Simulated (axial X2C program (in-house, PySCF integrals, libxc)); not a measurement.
SbB: bond constants with and without spin–orbit coupling

Computed with an in-house all-electron X2C program for linear molecules (integrals from PySCF). Spin-free means the one-electron spin-free X2C Hamiltonian; two-component (2c) means X2C with spin–orbit coupling and atomic mean-field two-electron Coulomb and Gaunt terms, so the difference of the two also holds small scalar two-electron terms. Basis: Sb dyall-cv3z [11s12p8d4f1g], B dyall-v3z [7s6p2d1f] (cores contracted in-house); Gaussian nuclei, density fitting, unrestricted open shells. Masses: Sb 120.904 u, B 11.009 u.

State, spin-free: M_S = 1, Λ = 1 (beyond evenly filled blocks: σα, π+α, π+β, π-α); electrons by block: σα: 13, σβ: 12, π+α: 6, π+β: 6, π-α: 6, π-β: 5, δ+α: 2, δ+β: 2, δ-α: 2, δ-β: 2. Fragments: Sb + B.

State, 2c: Ω = 2 (⟨Sz⟩ = 0.99, ⟨Lz⟩ = 1.01 at PBE0); electrons by block: 1/2: 19, -1/2: 18, 3/2: 8, -3/2: 7, 5/2: 2, -5/2: 2. Fragments: Sb + B.

| Hamiltonian | level | Re (Å) | ωe (cm⁻¹) | ωexe (cm⁻¹) | Be (cm⁻¹) | De (eV) | D0 (eV) | μ (D) |
| --- | --- | --- | --- | --- | --- | --- | --- | --- |
| spin-free | PBE0 | 2.051 | 691.1 | 4.25 | 0.3973 | 2.44 | 2.40 | -0.72 |
| spin-free | r2SCAN | 2.056 | 690.1 | 4.04 | 0.3952 | 2.45 | 2.41 | -0.64 |
| 2c | PBE0 | 2.054 | 684.0 | 4.34 | 0.3961 | 2.54 | 2.49 | -0.73 |
| 2c | r2SCAN | 2.058 | 685.4 | 4.06 | 0.3944 | 2.56 | 2.52 | -0.63 |

Dipoles are positive if B is the positive end.

Occupations by symmetry block were frozen at the best pattern of an incomplete PBE0 search. Dissociation energies refer to the lowest single-determinant-based atoms at the same level and basis. Density functionals use the spin component along the axis (collinear). A 2c atom that is not at its ground J level misses part of its spin–orbit lowering, and De is too large by that part (0.04 eV or less for light atoms). This holds for PBE0, r2SCAN. Other states lie close and PBE0, whose exact exchange favours high spin, may order them wrongly; the determinant shown need not be the ground state. The nearest other spin-free determinant of the search, M_S = 0, Λ = 1, lies 0.13 eV up at the distance of the search. Without a current term, density functionals place determinants with orbital angular momentum somewhat too high. With several unpaired electrons one determinant need not be a pure state. Open-shell Ω = 0 determinants with evenly filled partner blocks cannot be reached by this program, so the Ω shown need not be the lowest component.

No reliable constants came from CCSD (2c), CCSD (spin-free), CCSD(T) (2c), CCSD(T) (spin-free), HF (2c), HF (spin-free), MP2 (2c), MP2 (spin-free): no minimum in range, unconverged points, a curve that is not smooth, a change of character along it, or the two Hamiltonians disagreeing along it.

Rough cost a point (2c) on 1 thread(s) of a shared host, integrals apart: PBE0 1 s, r2SCAN 1 s.

The whole task took 2.5 min on 1 thread of AMD EPYC 7B13 (Zen 3), with other jobs on the host.
